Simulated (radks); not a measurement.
Values are calculated unless marked as measured or tabulated.
The aluminium ion Al2+ inside a hard spherical wall (all orbitals vanish at R), configuration held at [Ne] 3s1 and not refilled when levels cross. Code: a radial shooting solver on a logarithmic mesh with Libxc functionals. Model: scalar-relativistic Kohn-Sham, LDA (Slater exchange, Perdew-Wang correlation), spin-polarised, spherical densities, finite nucleus; open shells are filled with parallel spins first; Fermi nuclear charge, rms radius 3.061 fm. Eigenvalues in eV for spin up, with the zero of energy where the potential of the charges vanishes at infinity; a dash marks a level that is unbound or too diffuse for the functional's potential to be trusted. A positive occupied level is held by the wall or, in an anion where self-interaction has pushed it up, behind a barrier. The pressure on the wall is -dE/dV.

| R (bohr) | E (hartree) | kinetic (hartree) | e(1s) | e(2s) | e(2p) | e(3s) | e(3p, empty) | e(3d, empty) | pressure (GPa) |
|---|---|---|---|---|---|---|---|---|---|
| free | -240.85560 | 241.076 | -1525.5 | -128.18 | -90.410 | -24.585 | -17.967 | -10.041 | 0 |
| 10 | -240.85560 | 241.076 | -1525.5 | -128.18 | -90.410 | -24.585 | -17.967 | -10.035 | < 0.0001 |
| 8 | -240.85558 | 241.076 | -1525.5 | -128.18 | -90.409 | -24.584 | -17.963 | -9.974 | 0.000982 |
| 7 | -240.85549 | 241.078 | -1525.5 | -128.17 | -90.403 | -24.578 | -17.944 | -9.832 | 0.0116 |
| 4 | -240.81002 | 241.357 | -1524.3 | -127.17 | -89.402 | -22.896 | -15.159 | -4.893 | 12.0 |
| 3.5 | -240.74503 | 241.643 | -1523.4 | -126.36 | -88.592 | -20.774 | -12.269 | -1.326 | 37.1 |
| 2.5 | -240.19744 | 243.497 | -1518.7 | -122.76 | -84.928 | -4.563 | 6.441 | 16.470 | 462 |
| 1.5 | -234.87527 | 259.520 | -1487.1 | -101.95 | -62.345 | 117.54 | 121.92 | 97.237 | 17000 |
